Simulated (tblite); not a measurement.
Hexafluorophosphate, PF6 (charge -1).
InChI=1S/F6P/c1-7(2,3,4,5)6/q-1

Computed with GFN2-xTB (tblite): harmonic, unscaled wavenumbers at the GFN2-xTB geometry, gas phase. Errors from tens to a few hundred cm⁻¹ against measured bands are possible.

Harmonic wavenumbers (cm⁻¹): 239.7, 240.0, 240.3, 376.8, 376.9, 377.0, 451.0, 451.2, 451.5, 495.8, 495.9, 628.6, 748.3, 748.4, 748.6.

A = 2507, B = 2507, C = 2506 MHz; mass 144.964 u (most abundant isotopes); point group Oh, symmetry number 24.

Task: What is the zero-point energy?

Result: ½Σν̃ = 3535 cm⁻¹ = 42.29 kJ/mol.

Task: Entropy at 273.15 K, 1 bar (ideal gas, RRHO, classical rotation)?

Result: Translation 169.10, rotation 87.19, vibration 49.26: S = 305.5 J/(mol K).

Task: And Cp and H(273.15 K) − H(0)?

Result: Cp = 110.27 J/(mol K), of which vibrations give 77.02 (their classical limit is 15 R = 124.7); H(273.15 K) − H(0) = 18.04 kJ/mol without the zero-point energy, 8.96 from vibrations.

Task: Which modes carry the vibrational entropy at 273.15 K?

Result: 239.7 cm⁻¹: 6.91; 240.0 cm⁻¹: 6.90; 240.3 cm⁻¹: 6.89; 376.8 cm⁻¹: 3.86; 376.9 cm⁻¹: 3.86; 377.0 cm⁻¹: 3.85 J/(mol K); the other 9 give 16.99 together.

Task: What must be added to the electronic energy to get the Gibbs energy at 273.15 K and 1 bar?

Result: ZPE + [H(273.15 K) − H(0)] − T·S = 42.29 + 18.04 − 83.46 = -23.13 kJ/mol.

Hindered rotation and anharmonicity are outside this model.
